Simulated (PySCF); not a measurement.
C5H4F3P.
Structure used (GFN2-xTB), in Å, numbered top down from 1:
```
atom  x, y, z in Å
C1    -1.379    2.195   -0.102
C2    -0.914    1.175    0.330
P3    -0.285   -0.273    1.124
C4    -1.295   -1.527    0.209
C5     1.236   -0.422    0.079
F6     1.491   -1.635   -0.451
C7     2.145    0.537   -0.051
F8     1.982    1.744    0.477
F9     3.288    0.466   -0.718
H10   -1.772    3.076   -0.520
H11   -1.293   -1.333   -0.862
H12   -0.892   -2.519    0.404
H13   -2.316   -1.483    0.585
```

The closed-shell SCF was solved with PySCF and density fitting under several settings on one GFN2-xTB geometry (grid level 2 and gas phase unless stated).

```csv
settings,basis functions,SCF cycles,E (Eh),HOMO (eV),LUMO (eV),dipole (D)
PBE0/pcSseg-1,180,15,-832.9931,-6.99,-0.45,1.85
PBE0/def2-SVPD,225,14,-832.6056,-7.03,-0.55,1.98
"PBE/def2-SVP, energy threshold 1e-07 Eh",150,10,-832.5342,-5.55,-1.14,1.50
"X3LYP/pcSseg-1, IEF-PCM water, energy threshold 1e-11 Eh, start guess vsap",180,15,-833.4506,-6.78,-0.41,2.25
LC-wPBE/6-311G**,194,14,-833.4172,-9.48,1.93,1.83
"HF/MINI, grid level 1, level shift 0.2 Eh",53,13,-825.3345,-11.01,2.95,1.83
KT3/6-31G*,138,17,-842.8911,-5.43,-0.98,1.53
```

Question: Estimate the row for these settings: KT2/cc-pVDZ, IEF-PCM methanol, fitting basis def2-universal-jkfit.

Answer: 
```json
{"settings": "KT2/cc-pVDZ, IEF-PCM methanol, fitting basis def2-universal-jkfit", "basis functions": "150", "SCF cycles": "12", "E (Eh)": "-843.8561", "HOMO (eV)": "-5.56", "LUMO (eV)": "-1.13", "dipole (D)": "1.93"}
```

Question: Over all rows, what range does the HOMO–LUMO gap span?

Answer: From 4.41 eV (PBE/def2-SVP, energy threshold 1e-07 Eh) to 13.96 eV (HF/MINI, grid level 1, level shift 0.2 Eh). The functional of the narrowest has no exact exchange, that of the widest 100 % exact exchange.

Question: Compare two rows with the functional PBE0: PBE0/pcSseg-1 and PBE0/def2-SVPD. Which energy is lower, and by how much?

Answer: PBE0/pcSseg-1 (180 functions) lies 0.3875 Eh or 243 kcal/mol below PBE0/def2-SVPD (225 functions). The smaller set gives the lower energy; the two sets aren't nested, so the variational bound doesn't order them by size.

Cycle counts include a coarse-grid stage where the run had one. All basis functions are spherical, in the Pople sets too. KT2 and KT3 were designed for NMR shieldings or shifts; total energies of different functionals aren't comparable. Geometry: GFN2-xTB, one conformer.
